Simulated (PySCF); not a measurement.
**S⁺: excitation energy**

S⁺ [Ne] 3s2 3p3 (4S) → S⁺ [Ne] 3s1 3p3 4s1 (6S), as a difference of total energies. Calculation: PySCF 2.14, in aug-cc-pwCVDZ (6s5p3d, 36 functions); no relativity, point nucleus. Correlated levels: valence: [Ne] frozen; valence and next inner shell: 1s2 frozen; nothing frozen. The calculations carry no spin-orbit coupling.

```json
{"method": "UHF", "excitation energy (eV)": "18.523"}
{"method": "LDA", "excitation energy (eV)": "20.609"}
{"method": "PBE", "excitation energy (eV)": "20.518"}
{"method": "PBE0", "excitation energy (eV)": "20.437"}
{"method": "r2SCAN", "excitation energy (eV)": "20.024"}
{"method": "B97-3", "excitation energy (eV)": "20.899"}
{"method": "CAM-B3LYP", "excitation energy (eV)": "21.090"}
{"method": "revPBE", "excitation energy (eV)": "20.450"}
{"method": "BLYP", "excitation energy (eV)": "21.004"}
{"method": "MP2 (valence)", "excitation energy (eV)": "19.755"}
{"method": "SCS-MP2 (valence)", "excitation energy (eV)": "20.184"}
{"method": "MP2 (valence and next inner shell)", "excitation energy (eV)": "19.952"}
{"method": "SCS-MP2 (valence and next inner shell)", "excitation energy (eV)": "20.332"}
{"method": "MP2 (all electrons)", "excitation energy (eV)": "19.950"}
{"method": "SCS-MP2 (all electrons)", "excitation energy (eV)": "20.330"}
```

**Question.** How much does correlation contribute at MP2 (all electrons)?

**Answer.** 19.950 − (18.523) = 1.427 eV, measured against UHF.

The promoted electron is Rydberg-like, and one or two diffuse shells describe it only roughly, which tends to raise the upper state.
